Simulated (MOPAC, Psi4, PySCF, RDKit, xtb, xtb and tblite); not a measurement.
Internal rotation in C7H10OS, SMILES CCc1ccc(OC)s1. Scanned: dihedral C1–C2–C3–S9; all other coordinates were relaxed at GFN2-xTB. Points at φ and −φ are mirror images.

Geometry of the scan point at -30° (Å):
```
19

C     -2.6743    -1.3053    -0.3118
C     -2.2946    -0.1194     0.5683
C     -0.9234     0.3994     0.2836
C     -0.4564     1.6656     0.4202
C      0.9070     1.8220     0.0769
C      1.4756     0.6557    -0.3297
O      2.7575     0.5030    -0.7191
C      3.1494    -0.7889    -1.1139
S      0.3344    -0.6590    -0.2932
H     -2.6265    -1.0295    -1.3630
H     -1.9914    -2.1351    -0.1432
H     -3.6849    -1.6363    -0.0848
H     -2.3530    -0.4257     1.6194
H     -3.0068     0.6974     0.4269
H     -1.0700     2.4814     0.7598
H      1.4436     2.7506     0.1227
H      4.1994    -0.7172    -1.3900
H      2.5630    -1.1345    -1.9722
H      3.0295    -1.5054    -0.2940
```

GFN2-xTB (xtb and tblite); MMFF94 // GFN2-xTB (RDKit); B3LYP/def2-SVP // GFN2-xTB (Psi4); B3LYP-D3(BJ)/def2-SVP // GFN2-xTB (Psi4); PBE/def2-SVP // GFN2-xTB (Psi4); PBE-D3(BJ)/def2-SVP // GFN2-xTB (Psi4); UFF // GFN2-xTB (RDKit); PM6, restricted, heats of formation // GFN2-xTB (MOPAC); GFN1-xTB // GFN2-xTB (xtb); RKS-B3LYP/6-31G* = restricted B3LYP/6-31G*, spherical d, density fitting // GFN2-xTB (PySCF); RHF/3-21G = restricted Hartree-Fock/3-21G, density fitting // GFN2-xTB in PySCF; RMP2/6-31G* = restricted MP2 (frozen core)/6-31G*, spherical d // GFN2-xTB (PySCF); RHF/STO-3G = restricted Hartree-Fock/STO-3G // GFN2-xTB in PySCF.

Least-squares fit of E(φ) = a0 + Σ (a_n cos nφ + b_n sin nφ), n = 1 to 4, to the 12 scan points, in kJ/mol above the lowest point of each profile (levels whose profile four harmonics don't fit are not listed):

```
method                   a0     a1    b1    a2    b2     a3    b3     a4    b4  rms of fit
---------------------  ----  -----  ----  ----  ----  -----  ----  -----  ----  ----------
GFN2-xTB               1.95  -0.50  0.00  1.68  0.00   0.90  0.00  -0.09  0.00        0.08
MMFF94                 6.00   4.96  0.00  5.88  0.00   0.87  0.00  -0.20  0.00        0.12
B3LYP/def2-SVP         2.21   0.72  0.00  1.26  0.00   2.06  0.00  -0.05  0.00        0.13
B3LYP-D3(BJ)/def2-SVP  2.47   0.12  0.00  1.07  0.00   2.12  0.00  -0.07  0.00        0.13
PBE/def2-SVP           2.08   0.19  0.00  0.88  0.00   1.85  0.00  -0.06  0.00        0.13
PBE-D3(BJ)/def2-SVP    2.20  -0.09  0.00  0.80  0.00   1.88  0.00  -0.08  0.00        0.13
UFF                    5.69   0.47  0.00  5.65  0.00  -0.75  0.00  -0.09  0.00        0.06
PM6                    0.99   0.16  0.00  0.85  0.00   0.40  0.00  -0.15  0.00        0.03
GFN1-xTB               1.99  -1.00  0.00  1.64  0.00   0.62  0.00  -0.02  0.00        0.06
RKS-B3LYP/6-31G*       2.43   1.01  0.00  1.66  0.00   2.13  0.00   0.13  0.00        0.14
RHF/3-21G              3.76   1.00  0.00  2.55  0.00   3.13  0.00  -0.17  0.00        0.12
RMP2/6-31G*            2.61   0.41  0.00  1.98  0.00   1.83  0.00   0.21  0.00        0.13
RHF/STO-3G             3.04   0.19  0.00  1.79  0.00   2.21  0.00  -0.02  0.00        0.10
```
